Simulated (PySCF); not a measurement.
**Which functional comes closest?**

Molecule: 4-Chloropyridine (c1cc(Cl)ccn1, C5H4ClN).

Molfile (atoms numbered from 1):
```
C5H4ClN
     RDKit          3D

 11 11  0  0  0  0  0  0  0  0999 V2000
   -0.4389    2.7812    0.1430 Cl  0  0  0  0  0  0  0  0  0  0  0  0
   -0.1666    1.0801    0.0438 C   0  0  0  0  0  0  0  0  0  0  0  0
   -1.2435    0.1991   -0.0191 C   0  0  0  0  0  0  0  0  0  0  0  0
   -0.9591   -1.1638   -0.0966 C   0  0  0  0  0  0  0  0  0  0  0  0
    0.2722   -1.6657   -0.1135 N   0  0  0  0  0  0  0  0  0  0  0  0
    1.2863   -0.8075   -0.0534 C   0  0  0  0  0  0  0  0  0  0  0  0
    1.1315    0.5760    0.0267 C   0  0  0  0  0  0  0  0  0  0  0  0
   -2.2704    0.5669   -0.0076 H   0  0  0  0  0  0  0  0  0  0  0  0
   -1.7840   -1.8839   -0.1474 H   0  0  0  0  0  0  0  0  0  0  0  0
    2.2947   -1.2369   -0.0691 H   0  0  0  0  0  0  0  0  0  0  0  0
    1.9930    1.2433    0.0745 H   0  0  0  0  0  0  0  0  0  0  0  0
  1  2  1  0
  2  3  2  0
  3  4  1  0
  4  5  2  0
  5  6  1  0
  6  7  2  0
  7  2  1  0
  3  8  1  0
  4  9  1  0
  6 10  1  0
  7 11  1  0
M  END
```

Geometry PBE0-D3(BJ)/def2-SVP throughout; GIAO in PySCF 2.14, gas phase, one conformer, non-relativistic; equivalent atoms averaged; basis pcSseg-1.

Reference values (estimated from measurements, as parent shift plus tabulated substituent increments; solution, not stated per compound (mostly CDCl3 or CCl4); Pretsch, Buehlmann, Badertscher, Structure Determination of Organic Compounds, 4th ed. (2009)): δ(H9/H10) = 8.59 ppm, δ(H8/H11) = 7.30 ppm. Computed shifts are taken against TMS, calculated as an isolated molecule at each level.

**Question.** How do the functionals LDA, PBE, BP86, B3LYP, PBE0, mPW1PW91, B97-2, BHandHLYP, CAM-B3LYP perform against the reference? Times are CPU seconds on shared hosts with different chips, so compare them loosely; the GGAs took longer than the global hybrids here, which isn't the general rule, and the cause wasn't traced.

**Answer.** 
```tsv
functional	kind	H9/H10	H8/H11	mean abs. error H	core-s
LDA	LDA	8.67	7.16	0.11	18
PBE	GGA	8.57	7.04	0.14	26
BP86	GGA	8.55	7.04	0.15	20
B3LYP	global hybrid	8.54	7.08	0.14	18
PBE0	global hybrid	8.67	7.21	0.08	15
mPW1PW91	global hybrid	8.66	7.20	0.08	18
B97-2	global hybrid	8.60	7.13	0.09	17
BHandHLYP	global hybrid	8.64	7.21	0.07	16
CAM-B3LYP	range-separated hybrid	8.61	7.19	0.06	19
```

For ¹H the closest is CAM-B3LYP (0.06 ppm, with BHandHLYP, PBE0, mPW1PW91, B97-2 practically level) and the furthest BP86 (0.15 ppm). One molecule is a small sample, and vibrational and solvent effects are absent from the calculation.
